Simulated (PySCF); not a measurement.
# Broadened absorption spectrum of C7H12NP

Compound: C7H12NP.
InChI=1S/C7H12NP/c1-6(2)8-4-7(3)9-5-8/h4-6H,1-3H3

Theory: TDDFT wB97X-D/def2-SVPD, vertical, gas phase, core orbitals frozen in the response in PySCF 2.14.0, density-fitted response routines. Geometry: PBE0-D3(BJ)/def2-SVP, one conformer, isolated molecule. Torsions of this conformer, `[CH3:1][c:2]1[cH:3][n:4]([CH:5]([CH3:6])[CH3:7])[cH:8][p:9]1`: C3–N4–C5–C6 -64°.

Each state is given a Gaussian of 0.4 eV full width at half maximum, with ε(max) = 2.175×10⁸ f / Δν̃ (Δν̃ the width in cm⁻¹). The cross-section is σ = 3.8235×10⁻²¹ ε cm², given in Mb (10⁻¹⁸ cm²). The width is an assumption, not a result. The curve ends short of the highest state used, and states not computed would add to its high-energy end.

```
λ (nm)  σ (Mb)
 193.2   42.80
 195.9   46.66
 198.6   40.20
 201.4   27.46
 204.1   15.82
 206.8    8.19
 209.6    4.85
 212.3    5.38
 215.0    9.09
 217.7   15.50
 220.5   23.72
 223.2   30.97
 225.9   35.14
 228.7   34.70
 231.4   30.03
 234.1   22.97
 236.8   15.63
 239.6    9.34
 242.3    5.11
 245.0    2.54
 247.8    1.12
 250.5    0.47
 253.2    0.18
 256.0    0.06
```

**Question.** Where are the band maxima, and which computed states make them?

**Answer.** 227 nm (5.46 eV), ε about 9300, made up of S1 (90%) and S2 (10%); 196 nm (6.34 eV), ε about 12000, made up of S5 (84%) and S6 (12%) (ε in L mol⁻¹ cm⁻¹; maxima over ε = 5, shares over 10%). The states used: S1 5.44 eV (f 0.125); S2 5.61 eV (f 0.020); S3 6.12 eV (f 0.0000); S4 6.15 eV (f 0.013); S5 6.34 eV (f 0.153); S6 6.41 eV (f 0.023); S7 6.78 eV (f 0.0094); S8 6.88 eV (f 0.0001); S9 6.99 eV (f 0.399); S10 7.02 eV (f 0.0003).

**Question.** What would ε be at 6.34 eV, the highest of these maxima, with half the width (0.2 eV)?

**Answer.** About 23000 L mol⁻¹ cm⁻¹ against 12200, a factor of about 1.9; a lone state at its own centre would give exactly 2.

**Question.** On this curve, what absorbance would a 10⁻³ mol/L sample give at 254 nm over a 1 cm path?

**Answer.** 254 nm is 4.881 eV, where ε is about 35 L mol⁻¹ cm⁻¹, so A = ε c l ≈ 0.035 (Beer–Lambert, with the gas-phase spectrum and the assumed width).

**Question.** Coming from long wavelengths, where does ε first pass 100 L mol⁻¹ cm⁻¹?

**Answer.** At about 251 nm (4.94 eV), 0.51 eV below S1.

All these states lie below the vertical ionisation energy of 7.91 eV (ΔSCF).
